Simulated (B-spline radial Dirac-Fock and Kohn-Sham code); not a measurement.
# Pt²⁺: non-radiative channels of the 4f5/2 vacancy

System: Pt²⁺ in the configuration [Xe] 4f14 5d8.

Method: independent-particle radiative and Coulomb Auger rates from relativistic LDA hole-state orbitals, with Dirac-Fock energies. Computed with an atomic code on a B-spline grid. Kinetic energies are configuration averages from the vacuum level; the two-hole energies are estimated from single-hole states.

| transition | kinetic energy (eV) | width (meV) | share (%) |
| --- | --- | --- | --- |
| N6-O4O4 | 27.40 | 83.6 | 38.5 |
| N6-O4O5 | 29.00 | 127 | 58.4 |
| N6-O5O5 | 30.60 | 6.74 | 3.1 |

The listed channels hold 100 % of the non-radiative rate. Summed by principal shells, of 0.217 eV in all: NOO 100.0 %.
